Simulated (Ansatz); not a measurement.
Cd₄O₄⁻. Charge -1, multiplicity 2. Geometry PBE-D4/def2-SVPD.

```
atom    x (Å)    y (Å)    z (Å)
 Cd1   1.2249   2.3929  -0.5179
 Cd2   0.1925  -0.6675  -2.8397
 Cd3  -0.2163  -0.0401   0.7550
 Cd4  -2.8943  -0.8595   0.1333
  O5  -1.1814  -0.9007  -1.1361
  O6   2.0148  -0.2776   1.1901
  O7   2.8927   0.4264   0.5274
  O8  -2.0328  -0.0739   1.8879
```

In the def2 sets Cd takes a core potential; there is no spin–orbit coupling. The structure holds one bond between oxygen atoms, so isomers without such links may lie far lower. At HF/def2-TZVPD, r2SCAN-D4/def2-TZVPD, PBE0-D4/def2-TZVPD the charge -1 doublet is spin-contaminated (final ⟨S²⟩ up to 1.84, 0.75 for a pure state). Another isomer (doublet) lies 0.76 eV lower at PBE0-D4/def2-TZVPD; other spin states weren't run for this one.

(1) Estimate the α-spin orbital energies around the gap (eV) in Ansatz with HF/def2-TZVPD, LDA (SPW92)/def2-TZVPD, PBE-D4/def2-TZVPD, r2SCAN-D4/def2-TZVPD, PBE0-D4/def2-TZVPD.

Answers

(1) 
| orbital | HF/def2-TZVPD | LDA (SPW92)/def2-TZVPD | PBE-D4/def2-TZVPD | r2SCAN-D4/def2-TZVPD | PBE0-D4/def2-TZVPD |
| --- | --- | --- | --- | --- | --- |
| HOMO−5 | -7.15 | -2.45 | -2.18 | -2.54 | -3.62 |
| HOMO−4 | -6.32 | -2.30 | -2.03 | -2.32 | -3.22 |
| HOMO−3 | -6.26 | -2.14 | -1.94 | -2.21 | -3.17 |
| HOMO−2 | -5.71 | -1.79 | -1.50 | -1.81 | -2.94 |
| HOMO−1 | -4.57 | -1.75 | -1.45 | -1.72 | -2.64 |
| HOMO | -2.81 | -1.18 | -0.89 | -1.05 | -1.49 |
| LUMO | 3.10 | -0.51 | -0.24 | -0.30 | 0.23 |
| LUMO+1 | 3.85 | 0.62 | 0.91 | 0.97 | 1.53 |
| LUMO+2 | 4.14 | 1.51 | 1.76 | 1.88 | 2.31 |
| LUMO+3 | 4.51 | 1.97 | 2.19 | 2.41 | 2.78 |
| LUMO+4 | 5.16 | 2.30 | 2.54 | 2.78 | 3.19 |
| LUMO+5 | 5.30 | 2.58 | 2.78 | 3.03 | 3.40 |
| β HOMO | -4.12 | -1.13 | -0.87 | -1.13 | -1.76 |
| β LUMO | 3.63 | -0.72 | -0.23 | 0.00 | 0.53 |
